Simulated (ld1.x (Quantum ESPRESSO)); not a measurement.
## What the settings do to the TM potential of Hf (Z = 72)

Base potential:

ld1.x (Quantum ESPRESSO) 7.5 input, shortened:

```
&input
   title='Hf', zed=72., rel=2, dft='PZ', iswitch=3,
   config='[Xe] 4f14 5d2 6s2 6p0', rel_dist='average'
 /
 &inputp
   pseudotype=2, tm=.true., lloc=1,
   nlcc=.false.
 /
3
6S  1  0   2.00   0.00  3.00  3.00  0.0
5D  3  2   2.00   0.00  2.25  2.25  0.0
5P  2  1   6.00   0.00  2.05  2.05  0.0
 &test
   configts(1)='5p6 5d2 6s2 6p0'
 /
```

Open shells are filled in proportion to 2j + 1 (rel_dist='average').

Cutoffs, loose and tight: the cutoffs (Ry, on a coarse ladder) from which the occupation-weighted sum of valence levels, in a spherical-Bessel basis at the reference potential, stays within 10 and 1 mRy of its value at 400 Ry. They do not see the model core or the augmentation charge, which bear on the density cutoff. Test errors are all-electron minus pseudo excitation energies from the reference, over the configurations 5p6 5d2 6s1 6p0; 5p6 5d2 6s0 6p0; 5p6 5d1 6s0 6p0; 5p6 5d3 6s1 6p0; 5p6 5d1 6s2 6p1; 5p6 5d2 6s0 6p1; 5p6 5d1 6s2 6p0. A dash means not determined; rows that change the core or the reference have their own tests.

A true bound ghost makes a file unfit for plane-wave use even where its test errors are small: the radial tests pick states by their node count and pass the ghost by.

| change | outcome | cutoff, loose | cutoff, tight | bound ghosts | largest test error (meV) |
| --- | --- | --- | --- | --- | --- |
| base | generated, misses its reference levels by 5.43 eV | 25 Ry | 40 Ry | p1/2 (extra level of the local part), s | +172 |
| wave 5d (bound): rc 2.25 bohr becomes 5d (bound): rc 1.44 bohr | generated, misses its reference levels by 5.43 eV | 25 Ry | 40 Ry | p1/2 (extra level of the local part), s | +172 |
| wave 5d (bound): rc 2.25 bohr becomes 5d (bound): rc 1.70 bohr | generated, misses its reference levels by 5.43 eV | 25 Ry | 40 Ry | p1/2 (extra level of the local part), s | +172 |
| wave 5d (bound): rc 2.25 bohr becomes 5d (bound): rc 1.98 bohr | generated, misses its reference levels by 5.43 eV | 25 Ry | 40 Ry | p1/2 (extra level of the local part), s | +172 |
| wave 5d (bound): rc 2.25 bohr becomes 5d (bound): rc 2.24 bohr | generated, misses its reference levels by 5.43 eV | 25 Ry | 40 Ry | p1/2 (extra level of the local part), s | +172 |
| wave 5d (bound): rc 2.25 bohr becomes 5d (bound): rc 2.38 bohr | generated, misses its reference levels by 5.43 eV | 25 Ry | 40 Ry | p1/2 (extra level of the local part), s | +173 |
| wave 5d (bound): rc 2.25 bohr becomes 5d (bound): rc 2.66 bohr | generated, misses its reference levels by 5.43 eV | 25 Ry | 40 Ry | p1/2 (extra level of the local part), s | +173 |
| wave 5d (bound): rc 2.25 bohr becomes 5d (bound): rc 2.84 bohr | generated, misses its reference levels by 5.43 eV | 21 Ry | 40 Ry | p1/2 (extra level of the local part), s | +173 |
| wave 5d (bound): rc 2.25 bohr becomes 5d (bound): rc 3.16 bohr | generated, misses its reference levels by 5.43 eV | 21 Ry | 40 Ry | p1/2 (extra level of the local part), s | +173 |
| wave 5d (bound): rc 2.25 bohr becomes 5d (bound): rc 3.34 bohr | generated, misses its reference levels by 5.43 eV | 21 Ry | 40 Ry | p1/2 (extra level of the local part), s | +172 |

Reading the sweep of the d radius (base included, trends over the rows without a ghost): Bound ghosts are found at 1.44, 1.7, 1.98, 2.24, 2.25, 2.38, 2.66, 2.84, 3.16, 3.34 bohr. Every judged row has one, so this setting neither creates nor removes them.
